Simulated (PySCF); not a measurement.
**Simulated absorption spectrum**

Species: Cl₃H₅P₂Si₃.
Bonds: Cl1–Si2, Si2–Cl3, Si2–Cl4, Si2–Si5, Si5–P6, P6–Si7, Si7–P8, Si5–P8. Hydrogens: H9 on Si5; H10 on P6; H11, H12 on Si7; H13 on P8.

Theory: TDDFT PBE0/def2-SVPD, vertical, gas phase, core orbitals frozen in the response in PySCF 2.14.0, density-fitted response routines. Isolated species at its GFN2-xTB geometry, gas phase.

Each state is given a Gaussian of 0.25 eV full width at half maximum, with ε(max) = 2.175×10⁸ f / Δν̃ (Δν̃ the width in cm⁻¹). The cross-section is σ = 3.8235×10⁻²¹ ε cm², given in Mb (10⁻¹⁸ cm²). The width is an assumption, not a result. The curve ends short of the highest state used, and states not computed would add to its high-energy end.

(E (eV), σ (Mb)): (3.87, 0.01), (3.90, 0.02), (3.93, 0.05), (3.95, 0.08), (3.98, 0.17), (4.00, 0.27), (4.03, 0.50), (4.06, 0.87), (4.08, 1.21), (4.11, 1.84), (4.13, 2.35), (4.16, 3.19), (4.19, 4.04), (4.21, 4.57), (4.24, 5.25), (4.26, 5.59), (4.29, 5.93), (4.32, 6.05), (4.34, 6.02), (4.37, 5.81), (4.39, 5.57), (4.42, 5.06), (4.44, 4.63), (4.47, 3.89), (4.50, 3.08), (4.52, 2.55), (4.55, 1.82), (4.57, 1.40), (4.60, 0.89), (4.63, 0.53), (4.65, 0.37), (4.68, 0.20), (4.70, 0.13), (4.73, 0.06), (4.76, 0.03), (4.78, 0.02), (4.81, 0.01), (4.83, 0.01), (4.86, 0.00), (4.89, 0.01), (4.91, 0.01), (4.94, 0.03), (4.96, 0.06), (4.99, 0.14), (5.02, 0.33), (5.04, 0.54), (5.07, 1.09), (5.09, 1.66), (5.12, 2.93), (5.14, 4.10), (5.17, 6.35), (5.20, 9.09), (5.22, 11.07), (5.25, 13.95), (5.27, 15.59), (5.30, 17.28)

Question: Locate the maxima and give the states behind the curve.

Answer: 287 nm (4.32 eV), ε about 1600, made up of S1 (55%) and S2 (45%) (ε in L mol⁻¹ cm⁻¹; maxima over ε = 5, shares over 10%). At its high-energy end, 5.30 eV, the curve is still rising (ε about 4500, from S4 and S5). The states used: S1 4.25 eV (f 0.010); S2 4.41 eV (f 0.0094); S3 4.58 eV (f 0.0001); S4 5.31 eV (f 0.025); S5 5.35 eV (f 0.018); S6 5.63 eV (f 0.013); S7 5.79 eV (f 0.042); S8 5.90 eV (f 0.0034).

Question: On this curve, what absorbance would a 10⁻⁵ mol/L sample give at 248 nm over a 1 cm path?

Answer: 248 nm is 4.999 eV, where ε is about 49 L mol⁻¹ cm⁻¹, so A = ε c l ≈ 0.00049 (Beer–Lambert, with the gas-phase spectrum and the assumed width).

Question: What would ε be at 4.32 eV, the highest of these maxima, with half the width (0.125 eV)?

Answer: About 1360 L mol⁻¹ cm⁻¹ against 1580, a factor of about 0.9; a lone state at its own centre would give exactly 2.

Question: Coming from long wavelengths, where does ε first pass 100 L mol⁻¹ cm⁻¹?

Answer: At about 309 nm (4.02 eV), 0.23 eV below S1.

On one thread, Arm Neoverse N1 (aarch64), on a shared host, this took 91 s of wall time and 0.92 GiB of memory at its peak.
